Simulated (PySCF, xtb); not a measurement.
C4H8Se, SMILES C=CCC[SeH].

xtb 6.7.1 with GFN2-xTB at its own geometry gives an orbital gap of 3.88 eV and a dipole moment of 2.30 D.

Geometry: PBE-D3(BJ)/def2-SVP. One conformer was computed; it need not be the lowest.

Question: What does ωB97X/def2-TZVP (PySCF) give? (Estimate from the structure and the level; the computed values follow.)

Answer: gap 10.66 eV (levels -8.87 and 1.78 eV), dipole 1.30 D.
